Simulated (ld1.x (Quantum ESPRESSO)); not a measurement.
# Al (Z = 13): one change to a PAW potential, before and after

ld1.x (Quantum ESPRESSO) 7.5 input, shortened:

```
&input
   title='Al', zed=13., rel=0, dft='BLYP', iswitch=3,
   config='[Ne] 3s1.5 3p0 3d-2'
 /
 &inputp
   pseudotype=3, lpaw=.true., tm=.true., lloc=-2, rcloc=1.55,
   nlcc=.true., rcore=1.80,
   which_augfun='PSQ', rmatch_augfun_nc=.true.
 /
5
3S  1  0   1.50   0.00  1.65  2.05  0.0
3S  1  0   0.00   0.80  1.65  2.05  0.0
3P  2  1   0.00   0.00  1.45  1.85  0.0
3P  2  1   0.00   1.45  1.45  1.85  0.0
3D  3  2  -2.00  -0.20  1.45  1.75  0.0
 &test
   configts(1)='3s1.5 3p0'
 /
```

Change: waves 3p (bound): rcut 1.45, rcutus 2.40 bohr; 3p channel at 1.45 Ry: rcut 1.45, rcutus 2.40 bohr.

Cutoffs: the cutoffs (Ry, on a coarse ladder) from which the occupation-weighted sum of valence levels, in a spherical-Bessel basis at the reference potential, stays within 10 and 1 mRy of its value at 400 Ry; they do not see the model core or the augmentation charge, which bear on the density cutoff. Errors are all-electron minus pseudo energies relative to the spin-unpolarised reference configuration.

Question: How do hardness, ghosts and transferability respond?

Answer: Both files are so soft that the ladder of cutoffs tells neither apart; of the 7 tests that both files solve, the error grows in 2 and shrinks in 1 by more than 15 % and 0.3 meV (median size 2.2 → 2.1 meV); neither file shows a bound ghost.

```tsv
quantity	base	changed
cutoff, loose	6 Ry	6 Ry
cutoff, tight	8 Ry	8 Ry
bound ghosts	none	none
error for 3s2 3p1, meV [ΔE -14.09 eV]	-3.5	-4.3
error for 3s2 3p0, meV [ΔE -8.45 eV]	-2.1	-2.1
error for 3s1 3p0, meV [ΔE 10.73 eV]	-3.9	-3.9
error for 3s1 3p1, meV [ΔE -2.65 eV]	+0.3	+0.1
error for 3s2 3p1.3, meV [ΔE -14.62 eV]	-3.1	-4.2
error for 3s0 3p3, meV [ΔE -3.57 eV]	+2.2	+0.1
error for 3s1 3p2, meV [ΔE -8.93 eV]	+0.7	-0.8
lowest overlap eigenvalue by channel	s 0.47, p 0.74, d 1.00	s 0.47, p 0.70, d 1.00
```
